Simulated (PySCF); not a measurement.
**Orbital picture of SrP**

PBE at R = 2.944 Å; Sr def2-SVPD with ECP28, P def2-SVPD; scalar-relativistic core potentials (PySCF 2.14). State: ⁴Σ⁻ (quartet), unpaired electrons σ ↑, π ↑↑. Only the outer orbitals are listed, counted within each symmetry, core potentials removing the inner ones.

| spin | orbital | occ. | ε (eV) | on Sr (%) | main shells (%) |
| --- | --- | --- | --- | --- | --- |
| α | 2π | 1 | -23.09 | 100 | 100 Sr p |
| α | 2π | 1 | -23.09 | 100 | 100 Sr p |
| α | 5σ | 1 | -22.89 | 99 | 99 Sr p |
| α | 6σ | 1 | -13.05 | 2 | 97 P s |
| α | 3π | 1 | -5.22 | 10 | 90 P p |
| α | 3π | 1 | -5.22 | 10 | 90 P p |
| α | 7σ | 1 | -5.02 | 30 | 69 P p, 24 Sr s |
| α | 8σ | 1 | -3.41 | 86 | 65 Sr s, 12 Sr p, 10 P p |
| α | 4π | 0 | -1.71 | 100 | 65 Sr p, 35 Sr d |
| α | 4π | 0 | -1.71 | 100 | 65 Sr p, 35 Sr d |
| α | 1δ | 0 | -1.57 | 99 | 99 Sr d |
| β | 2π | 1 | -22.97 | 100 | 100 Sr p |
| β | 2π | 1 | -22.97 | 100 | 100 Sr p |
| β | 5σ | 1 | -22.76 | 99 | 99 Sr p |
| β | 6σ | 1 | -11.29 | 3 | 97 P s |
| β | 7σ | 1 | -4.29 | 37 | 62 P p, 29 Sr s |
| β | 3π | 0 | -3.30 | 23 | 77 P p, 16 Sr d |
| β | 3π | 0 | -3.30 | 23 | 77 P p, 16 Sr d |
| β | 8σ | 0 | -2.68 | 85 | 63 Sr s, 12 P p, 12 Sr p |

Task: Which are the highest filled and the lowest empty level, where do they sit, and how wide is the gap?

Result: Highest filled α 8σ at -3.41 eV (in %: 65 Sr s, 12 Sr p, 10 P p); lowest empty β 3π at -3.30 eV (in %: 77 P p, 16 Sr d); the gap at PBE is 0.11 eV.

| Item | Value |
| --- | --- |
| bond order (Mayer) | 1.16 |
| ⟨S²⟩ | 3.755 |
| charge on Sr (Mulliken, basis-dependent) | 0.25 |
| charge on Sr (Löwdin, basis-dependent) | 0.13 |
| dipole moment (positive dipole means Sr(−)P(+)) | -3.98 D |
| polarisability along the bond | 223.2 bohr³ |
| polarisability across the bond | 201.4 bohr³ |

Spin–orbit coupling is left out. The state was picked by a PBE0 search and need not be the measured ground state.
